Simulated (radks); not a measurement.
Kr2+, 34 electrons, occupied as [Ar] 3d10 4s2 4p3 7f1 (not the ground configuration). Calculated with a radial shooting solver on a logarithmic mesh with Libxc functionals: Dirac Kohn-Sham, LDA (Slater exchange, Perdew-Wang correlation), spin-unpolarised, spherical densities, finite nucleus; open shells fill j = l - 1/2 first; Fermi nuclear charge, rms radius 4.1884 fm.

Normalised radial functions P(r) = r R(r) (large component), r in bohr:

```
   r/bohr * 4s1/2 (the largest magnitude, 0.946, reaches the edge; | marks zero)
 0.009007                             |   *
  0.01074                             |   *
   0.0127                             |    *
  0.01503                             |    *
  0.01778                             |    *
   0.0212                             |    *
  0.02508                             |    *
  0.02967                             |    *
  0.03509                             |   *
  0.04151                             |  *
   0.0495                             |*
  0.05856                            *|
  0.06927                          *  |
  0.08194                       *     |
  0.09771                     *       |
   0.1156                    *        |
   0.1367                    *        |
   0.1617                      *      |
   0.1913                          *  |
   0.2281                             | *
   0.2699                             |      *
   0.3192                             |          *
   0.3777                             |             *
   0.4503                             |            *
   0.5327                             |        *
   0.6302                             |*
   0.7454                     *       |
   0.8818            *                |
    1.052     *                       |
    1.244  *                          |
    1.471   *                         |
    1.741       *                     |
    2.076             *               |
    2.455                   *         |
    2.904                        *    |
    3.436                           * |
    4.064                            *|
    4.846                             *
    5.733                             *
    6.782                             *
    8.022                             *
    9.566                             *
    11.32                             *
    13.39                             *
    15.83                             *
    18.73                             *
    22.34                             *
    26.42                             *
    31.26                             *
    36.97                             *
    44.09                             *
    52.15                             *
     61.7                             *
```

4s1/2: eigenvalue -57.346 eV, 3 radial nodes at r = 0.0531, 0.217, 0.642 bohr, <r> = 1.46 bohr, 90 % of the charge inside 2.14 bohr.
